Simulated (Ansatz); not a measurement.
```xyz
8

O     0.6571   -0.5484   -1.5019
Ta   -0.3316    0.2452   -0.1198
O     0.5547   -0.8055    1.1753
Cl   -2.3571   -0.7409    0.3125
Cl   -1.2823    1.7532   -1.6252
Cl    0.4613    2.0871    1.0638
H     1.3249   -1.2210   -1.3394
H     0.9731   -0.7697    2.0347
```

Charge 0, multiplicity 1. Ta: def2 effective core potential.

Question: List the CAM-B3LYP/def2-TZVPP orbital energies in eV (the Gaussian-basis code of Ansatz). (Estimate.)

Answer: Ansatz gave: Occupied: -2764.69, -2764.36, -2763.94, -523.87, -523.53, -259.49, -259.15, -258.74, -198.49, -198.43, -198.40, -198.16, -198.10, -198.06, -197.72, -197.68, -197.68, -79.69, -45.37, -45.29, -45.15, -30.10, -29.78, -24.71, -24.31, -23.92, -17.25, -16.82, -13.76, -13.31, -13.28, -13.06, -12.38, -12.07, -11.92, -11.30, -11.13, -10.81, -10.73, -10.28, -9.94. Lowest empty: -1.54, -1.30, -0.72, -0.55, 0.63, 1.47, 2.37, 3.25.
